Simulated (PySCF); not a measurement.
Match the calculated data to a structure.

All candidates are C4H11NSi.

| technique | computed result |
| --- | --- |
| Rotational structure | rotational constants A, B, C: 4.157, 2.678, 1.775 GHz [PBE0-D3(BJ)/def2-SVP] |
| 13C NMR | chemical shifts (computed TMS as zero) by class: 51.4 (1 C), 40.6 (1 C), 23.0 (1 C), 17.4 (1 C) ppm [GIAO PBE/pcSseg-1] |
| XPS | Si2p3/2 106.3, C1s 289.9, C1s 290.4, C1s 290.5, C1s 291.3, N1s 404.1, Si1s 1846.2 eV [ΔSCF SCAN, pcX-2 on the ionised atom, pcseg-1 elsewhere, spin-free X2C, 2p3/2 from a spin–orbit splitting computed afterwards within the 2p shell] |
| NMR, other nuclei | isotropic shieldings of nuclei other than C and H, by class: 234 (1 N), 356 (1 Si) ppm [GIAO PBE/pcSseg-1] |
| 1H NMR | chemical shifts (computed TMS as zero) by class: 5.07 (1 H), 4.84 (1 H), 3.33 (1 H), 3.23 (1 H), 1.90 (1 H), 1.48 (1 H), 1.30 (1 H), 1.27 (3 H), -0.14 (1 H) ppm [GIAO PBE/pcSseg-1] |
| Valence photoelectron | vertical ionisation energy: 8.62 eV [ΔSCF wB97X-D/def2-SVPD] |
| Triplet | lowest triplet excitation (Tamm–Dancoff): 5.80 eV [TDA wB97X-D/def2-SVPD] |
| Dipole | 0.96 D [wB97X-D/def2-SVPD] |
| Polarisability | 80.4 au [wB97X-D/def2-SVPD] |

The electronic properties come from PySCF, for the isolated species, density fitting. Levels stand in brackets. Isolated species at its PBE0-D3(BJ)/def2-SVP geometry (one conformer only). NMR values are class means; diastereotopic atoms form classes of their own.

Question: Which candidate is it?
A. `C/C=C(\C)[SiH2]N`
B. `CN[SiH]1CCC1`
C. `C[Si@H]1CCCN1`
D. `C[C@@H]1CCN[SiH2]1`
E. `CN[Si@@H]1C[C@H]1C`

Answer: D. It is `C[C@@H]1CCN[SiH2]1`. Numbering: `[CH3:1][C@@H:2]1[CH2:3][CH2:4][NH:5][SiH2:6]1`. Its formula, C4H11NSi, gives 1 degree of unsaturation: 1 ring and 0 π bonds in the structure found. 4 carbons fall into 4 classes; from least to most shielded: ring sp3 carbon bound to nitrogen [C4] (51.4 ppm), ring CH2 carbon [C3] (40.6 ppm), ring sp3 carbon bound to silicon [C2] (23.0 ppm), methyl carbon [C1] (17.4 ppm). Hydrogen classes from least to most shielded: 1 H on an SiH2 silicon, Si6 (5.07 ppm), 1 H on an SiH2 silicon, Si6 (4.84 ppm), 1 H on an sp3 carbon bound to nitrogen, C4 (3.33 ppm), 1 H on an sp3 carbon bound to nitrogen, C4 (3.23 ppm), 1 H on a ring CH2 carbon, C3 (1.90 ppm), 1 H on a ring CH2 carbon, C3 (1.48 ppm), 1 H on an sp3 carbon bound to silicon, C2 (1.30 ppm), 3 H on a methyl carbon, C1 (1.27 ppm), 1 H on a silicon-bound nitrogen, N5 (-0.14 ppm). The other shieldings belong to: 234 ppm, silicon-bound nitrogen [N5]; 356 ppm, SiH2 silicon [Si6]. The core levels belong to: Si2p3/2 106.3 eV, SiH2 silicon [Si6]; C1s 289.9 eV, sp3 carbon bound to silicon [C2]; C1s 290.4 eV, ring CH2 carbon [C3]; C1s 290.5 eV, methyl carbon [C1]; C1s 291.3 eV, sp3 carbon bound to nitrogen [C4]; N1s 404.1 eV, silicon-bound nitrogen [N5]; Si1s 1846.2 eV, SiH2 silicon [Si6]. The first electron is taken from the HOMO, whose largest Löwdin shares are 0.55 on the silicon-bound nitrogen, 0.12 on the sp3 carbon bound to nitrogen, 0.10 on the SiH2 silicon and 0.06 on a methylene hydrogen. The optimised geometry has point group C1 and is an asymmetric top.

The others, at the same levels:
- `C/C=C(\C)[SiH2]N` fails: its computed 13C shifts are 145.5 (1 C), 141.0 (1 C), 16.8 (1 C), 16.0 (1 C) ppm, core binding energies are Si2p3/2 106.3, C1s 289.5, C1s 290.0, C1s 290.4, C1s 290.6, N1s 404.4, Si1s 1846.2 eV and 1H shifts are 6.30 (1 H), 4.99 (2 H), 2.02 (3 H), 1.85 (3 H), -0.11 (2 H) ppm.
- `CN[SiH]1CCC1` fails: it has 3 carbon classes against 4; its computed 13C shifts are 36.0 (1 C), 25.7 (2 C), 15.4 (1 C) ppm, 1H shifts are 4.84 (1 H), 2.89 (3 H), 1.89 (1 H), 1.34 (2 H), 1.24 (1 H), 1.17 (2 H), 0.24 (1 H) ppm and rotational constant A is 7.462 GHz (against 4.157 GHz).
- `CN[Si@@H]1C[C@H]1C` fails: its computed vertical ionisation energy is 8.40 eV (against 8.62 eV), lowest triplet excitation (Tamm–Dancoff) is 5.29 eV (against 5.80 eV) and static isotropic polarisability is 84.3 au (against 80.4 au).
- `C[Si@H]1CCCN1` fails: its computed 13C shifts are 51.5 (1 C), 29.6 (1 C), 12.5 (1 C), 1.6 (1 C) ppm, core binding energies are Si2p3/2 106.1, C1s 289.8, C1s 289.8, C1s 290.5, C1s 291.2, N1s 403.9, Si1s 1846.0 eV and 1H shifts are 5.15 (1 H), 3.29 (1 H), 3.10 (1 H), 1.94 (1 H), 1.70 (1 H), 0.81 (1 H), 0.78 (1 H), 0.23 (1 H), 0.10 (3 H) ppm.

Each candidate is one conformer, not necessarily the lowest. Dipoles, sizes and rotational constants follow the conformer. The torsions of the flexible species, by atom-mapped SMILES:
- `[CH3:1]/[CH:2]=[C:3](\[CH3:4])[SiH2:5][NH2:6]`: C2–C3–Si5–N6 -128°, H–N6–Si5–C3 62°, H–N6–Si5–C3 -155°
- `[CH3:1][NH:2][SiH:3]1[CH2:4][CH2:5][CH2:6]1`: C1–N2–Si3–C4 131°
- `[CH3:1][NH:2][Si@@H:3]1[CH2:4][C@H:5]1[CH3:6]`: C1–N2–Si3–C4 -69°

The conformers of `C[C@@H]1CCN[SiH2]1` and `C[Si@H]1CCCN1` aren't listed.
